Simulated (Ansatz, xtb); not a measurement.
Molecule: CaO$_{2}$ (charge 0, singlet). 
Coordinates optimised at B3LYP-D3(BJ)/def2-TZVP (Ansatz, a program for electronic structure):
```xyz
3

Ca    -0.2812    -0.0986    -0.7569
O     -0.3328    -0.0518     1.2231
O      1.0358     0.2984     0.6690
```
Charge 0, spin multiplicity 1.

Harmonic wavenumbers from GFN2-xTB (xtb, at its own minimum), cm⁻¹: 354, 386, 929.

Q: Give the harmonic wavenumbers at B3LYP-D3(BJ)/def2-TZVP (Ansatz, finite differences of forces, unscaled).

A: 517, 624, 813 cm⁻¹. Zero-point energy 2.8 kcal/mol.

Q: From these and the geometry, give the ideal-gas thermochemistry at 298.15 K and 1 atm (rigid rotor, harmonic oscillator).

A: Point group C2v, rotational symmetry number 2. Rotational constants 27.43, 8.48, 6.478 GHz. S(trans) 38.74, S(rot) 21.51, S(vib) 1.22, S(elec, spin only) 0.00, S 61.5 cal/(mol K). H(298) - H(0) 2.64 kcal/mol; G - E(el) -12.9 kcal/mol.
